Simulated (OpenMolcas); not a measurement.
# Which level was it?

The species is CH2BClN− (6 atoms), meant as a singlet with charge -1. SMILES: `N#C[BH2-]Cl`. Geometry: relaxed at GFN2-xTB.

```xyz
6

N     0.7484   -1.9488    0.8036
C     0.4073   -0.9219    0.4034
B    -0.0148    0.4765   -0.1205
Cl   -1.7563    0.2869   -0.8625
H     0.7125    0.8405   -1.0080
H    -0.0972    1.2668    0.7841
```

Orbital energies are those of the mean-field step.

A calculation with OpenMolcas 26.06 gave:

```yaml
total_energy: -578.6750 Eh
HOMO_energy: -2.30 eV
LUMO_energy: 5.94 eV
HOMO–LUMO_gap: 8.24 eV
largest_force: 1.367 eV/Å
```

Task: Which of these levels gave the numbers?
A. HF/def2-SVP
B. PBE0/def2-SVP
C. TPSS/def2-SVPD
D. SOS-MP2/6-311+G** (RICD fitting)

Result: B. The others give -579.0478 Eh (TPSS/def2-SVPD), -577.5166 Eh (HF/def2-SVP), -578.3255 Eh (SOS-MP2/6-311+G** (RICD fitting)).
